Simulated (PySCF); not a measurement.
## Electron correlation in B (boron, neutral)

[He] 2s1 2p2, high-spin 4P determinant (an excited configuration). Calculation: PySCF 2.14, in x2c-TZVPPall with one added diffuse shell each of s, p, d type (6s4p3d1f, 40 functions); the spin-free X2C one-electron Hamiltonian (Gaussian nucleus). Frozen: nothing; 5 electrons correlated.

```
  level  correlation energy (mhartree)
   CCSD                         -32.43
    (T)                          -0.13
CCSD(T)                         -32.56
```

Diagnostics: T1 = 0.0031, D1 = 0.0061, largest double amplitude 0.034.

Problem. Is a single reference adequate?

Solution. Yes: T1 lies below 0.03 and no double amplitude reaches 0.07.

This basis was not built for core-valence correlation, so the inner-shell part is incomplete.
